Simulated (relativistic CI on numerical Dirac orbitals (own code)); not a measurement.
# Charge states of lutetium

These numbers are calculated, not measured: Dirac-Coulomb-Breit CI, orbitals from a KLI potential per configuration, model QED, valence Slater integrals scaled by 0.9 (own radial code, finite nucleus).

Each species is treated in one configuration, given outside its closed core. Radial values are for the open shell of highest l, unscaled and averaged over j; ζ includes the Breit term. Labels give the leading LS character, summed over repeated terms.

```
  Ion   Configuration  Its lowest level  LS weight (%)    g_J  g√(J(J+1))  ζ (cm⁻¹)  ⟨r⟩ (bohr)  ⟨r²⟩ (bohr²)
   Lu       4f¹⁴5d6s²             ²D3/2            100  0.799        1.55     592.7       3.113         12.56
  Lu+         4f¹⁴6s²               ¹S0            100               0.00                                    
 Lu2+          4f¹⁴6s             ²S1/2            100  2.002        1.73                 3.145         11.07
 Lu3+            4f¹⁴               ¹S0            100               0.00                                    
 Lu4+            4f¹³            ²F°7/2            100  1.142        4.53      3342      0.6797        0.5873
 Lu5+            4f¹²               ³H6             99  1.164        7.54      3500      0.6535        0.5335
 Lu6+  4d¹⁰4f¹³5s²5p⁴           ⁴G°11/2             82  1.239        7.41      3324      0.6634          0.55
 Lu7+  4d¹⁰4f¹³5s²5p³     J = 5 (mixed)             44  1.252        6.86      3321      0.6559        0.5338
 Lu8+  4d¹⁰4f¹³5s²5p²   J = 7/2 (mixed)             29  1.153        4.58      3322      0.6486        0.5188
 Lu9+  4d¹⁰4f¹²5s²5p²     J = 6 (mixed)             34  1.176        7.62      3500       0.628        0.4813
Lu10+   4d¹⁰4f¹²5s²5p           ⁴G°11/2             70  1.220        7.29      3509      0.6219        0.4698
Lu11+     4d¹⁰4f¹²5s²               ³H6             99  1.164        7.54      3521      0.6158        0.4587
Lu12+     4d¹⁰4f¹¹5s²           ⁴I°15/2             97  1.194        9.53      3713      0.5988        0.4306
Lu13+     4d¹⁰4f¹⁰5s²               ⁵I8             90  1.236       10.48      3912      0.5832        0.4059
Lu14+      4d¹⁰4f¹⁰5s            ⁶I17/2             92  1.283       11.53      3968      0.5774        0.3964
Lu15+        4d¹⁰4f¹⁰               ⁵I8             90  1.236       10.48      4025      0.5713        0.3864
Lu16+         4d¹⁰4f⁹           ⁶H°15/2             88  1.315       10.50      4233      0.5581         0.367
Lu17+         4d¹⁰4f⁸               ⁷F6             90  1.480        9.59      4446      0.5458        0.3496
Lu18+         4d¹⁰4f⁷            ⁸S°7/2             92  1.974        7.84      4665      0.5344        0.3337
Lu19+         4d¹⁰4f⁶               ⁷F0             70               0.00      4889      0.5236        0.3193
Lu20+         4d¹⁰4f⁵            ⁶H°5/2             81  0.349        1.03      5118      0.5135        0.3061
Lu21+         4d¹⁰4f⁴               ⁵I4             87  0.626        2.80      5353      0.5039        0.2939
Lu22+         4d¹⁰4f³            ⁴I°9/2             86  0.751        3.74      5594      0.4948        0.2827
Lu23+         4d¹⁰4f²               ³H4             89  0.821        3.67      5840      0.4862        0.2723
```

At low charge ζ of a weakly bound d or f electron comes out too small.
